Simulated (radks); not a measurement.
Initial-state core-level shifts of neutral dysprosium when its valence configuration changes from [Xe] 4f10 6s2. Calculated with a radial shooting solver on a logarithmic mesh with Libxc functionals: scalar-relativistic Kohn-Sham, r2SCAN, spin-polarised, spherical densities, finite nucleus; open shells are filled with parallel spins first (spin-orbit coupling, left out, can overturn this in heavy ions); meta-GGA in the generalised Kohn-Sham scheme; Fermi nuclear charge, rms radius 5.2218 fm. Shifts are changes of the shell-averaged eigenvalues in eV (positive: less bound); the change of the density at the nucleus, which sets a Mossbauer isomer shift, is in e/bohr^3, on a base of 7.773e+05.

[
 {"valence": "4f9 6s2 6p1", "2s": "-10.099", "3p": "-10.790", "4s": "-10.494", "5p": "-6.157", "density at nucleus": "+51.39"},
 {"valence": "4f7 6s2 6p3", "2s": "-35.083", "3p": "-37.771", "4s": "-35.873", "5p": "-18.832", "density at nucleus": "+185.62"},
 {"valence": "4f7 5d1 6s1 6p3", "2s": "-31.610", "3p": "-34.395", "4s": "-32.524", "5p": "-16.025", "density at nucleus": "+118.91"},
 {"valence": "4f9.5 6s2 6p0.5", "2s": "-4.772", "3p": "-5.084", "4s": "-4.974", "5p": "-3.033", "density at nucleus": "+23.59"},
 {"valence": "4f6 5d1 6s2 6p3", "2s": "-45.663", "3p": "-49.748", "4s": "-46.505", "5p": "-22.009", "density at nucleus": "+243.35"},
 {"valence": "4f8 6s2 6p2", "2s": "-21.940", "3p": "-23.545", "4s": "-22.629", "5p": "-12.480", "density at nucleus": "+114.97"},
 {"valence": "4f8 5d1 6s2 6p1", "2s": "-18.134", "3p": "-19.809", "4s": "-18.895", "5p": "-9.122", "density at nucleus": "+95.40"},
 {"valence": "4f9.5 5d0.5 6s2", "2s": "-3.255", "3p": "-3.595", "4s": "-3.468", "5p": "-1.529", "density at nucleus": "+17.75"}
]
